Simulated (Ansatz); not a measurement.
# Abstraction of F: SiH(SiH3)2F + C2H3Si → SiH(SiH3)2 + C2H3FSi

Gas-phase species: SiH(SiH3)2F, singlet; C2H3Si `C#C[SiH2]`, doublet; SiH(SiH3)2, doublet; C2H3FSi `C#C[SiH2]F`, singlet. A radical takes F: the energy is the difference in strength between two Si–F bonds in different surroundings.

Shapes, held fixed at every level: PBE0-D4/def2-TZVP. Programs: Ansatz 0.2.0. The zero-point and thermal change to 298 K, harmonic and unscaled (PBE0-D4/def2-TZVP), is +3.1 kJ/mol.

```json
{"level": "MP2/def2-SVP", "kind": "perturbation theory", "ΔH(298 K) (kJ/mol)": "-64.4", "less CCSD(T)/CBS estimate": "-19.9"}
{"level": "HF/def2-SVP", "kind": "Hartree–Fock", "ΔH(298 K) (kJ/mol)": "-41.2", "less CCSD(T)/CBS estimate": "+3.3"}
{"level": "r2SCAN-D4/def2-TZVPP", "kind": "meta-GGA", "ΔH(298 K) (kJ/mol)": "-36.9", "less CCSD(T)/CBS estimate": "+7.6"}
{"level": "B3LYP-D4/def2-TZVPP", "kind": "global hybrid", "ΔH(298 K) (kJ/mol)": "-35.1", "less CCSD(T)/CBS estimate": "+9.4"}
{"level": "B2PLYP/def2-TZVPP", "kind": "double hybrid", "ΔH(298 K) (kJ/mol)": "-40.4", "less CCSD(T)/CBS estimate": "+4.1"}
{"level": "CCSD/def2-SVP", "kind": "coupled cluster or CI", "ΔH(298 K) (kJ/mol)": "-45.3", "less CCSD(T)/CBS estimate": "-0.8"}
{"level": "CCSD(T)/def2-TZVPP", "kind": "coupled cluster or CI", "ΔH(298 K) (kJ/mol)": "-45.1", "less CCSD(T)/CBS estimate": "-0.6"}
{"level": "CCSD(T)/CBS estimate", "kind": "coupled cluster or CI", "ΔH(298 K) (kJ/mol)": "-44.5", "less CCSD(T)/CBS estimate": "0.0"}
```

The highest level, CCSD(T)/CBS estimate, gives ΔH(298 K) = -44.5 kJ/mol; the levels span -64.4 to -35.1. The column of differences is taken from that level and isn't an error. No measured value is set beside it here. Spin contamination: C2H3Si (⟨S²⟩ up to 0.85). Open shells run unrestricted. The CBS estimate extrapolates MP2 from def2-TZVPP and def2-QZVPP and adds CCSD(T) − MP2 in the triple-zeta set, cores frozen.
